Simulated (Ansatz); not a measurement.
**Br⁻ ··· CH$_{3}$I**

The pair of Br⁻ (SMILES [Br-], atom 1) and CH$_{3}$I (SMILES CI, atoms 2–6), both closed shells, in one local arrangement (a lower one may exist), relaxed at PBE0-D4/def2-TZVPD:

Br1  (0.211, -0.360, -2.840)
C2  (-0.024, 0.041, 0.325)
I3  (-0.186, 0.314, 2.483)
H4  (0.990, -0.277, 0.120)
H5  (-0.746, -0.714, 0.045)
H6  (-0.244, 0.996, -0.134)
(Å)

Ansatz 0.2.0; basis: def2-TZVPPD, with def2-QZVPPD for the basis limit; cores frozen in the correlated methods. Filled d shells of the heavier atoms are correlated. Core potentials replace the inner electrons of the atoms past krypton. The def2 sets are not built for correlating such inner shells, so the correlated values are less sure here. B3LYP uses VWN-RPA correlation. Extrapolation: Hartree–Fock as exp(−7.88 √X), correlation as X^−2.97. Interaction energies count from these two fragments, frozen as in the pair, with the counterpoise correction; negative means bound.

(1) What is the interaction energy by CCSD(T) at an estimated basis limit (MP2 extrapolated from triple and quadruple zeta, plus CCSD(T) − MP2 in triple zeta)? (An estimate is asked for; the value comes from the calculation.)

No T1 diagnostic of these runs exceeds 0.009.

## Answers

(1) By the calculation: -10.63 kcal/mol. Hartree–Fock alone gives -7.27 kcal/mol at the basis limit. It counts from the two fragments frozen as in the pair.

The same quantity by other methods in triple zeta, and each one's difference from that estimate:
```
   method  E_int (kcal/mol)  difference
   PBE-D4            -12.01       -1.37
revPBE-D4            -11.28       -0.65
  BLYP-D4            -10.95       -0.32
r2SCAN-D4            -11.79       -1.16
   B97M-V            -10.99       -0.36
  PBE0-D4            -11.15       -0.51
 B3LYP-D4            -10.54        0.09
 HSE06-D4            -11.27       -0.64
  wB97X-V            -10.05        0.58
  wB97M-V            -10.25        0.38
   B2PLYP             -9.33        1.30
       HF             -7.28        3.35
      MP2            -10.00        0.63
     CCSD             -8.96        1.67
  CCSD(T)             -9.47        1.16
```
Differences are method less estimate.

Energy to bend the free fragments (PBE0-D4 minima) into their shapes in the pair, CCSD(T)/def2-TZVPPD: CH$_{3}$I 0.32 kcal/mol. This must be added to the interaction energy to get the binding energy from relaxed fragments.

Basis-set superposition shift (counterpoise-corrected less uncorrected): CCSD(T) 1.30; MP2 1.26; HF 0.11; PBE0-D4 0.12; wB97M-V 0.10 kcal/mol.

For scale, one of the runs: CCSD(T)/def2-TZVPPD, 204 basis functions, launched by `ansatz run in.yaml --threads 4 --pin off --events-out ev --progress --plain --max-ram 9574MiB`. Time: 2.5 min of wall clock on 4 CPU threads of an Arm Neoverse V1; the host was shared. Peak host memory: 3 GiB.
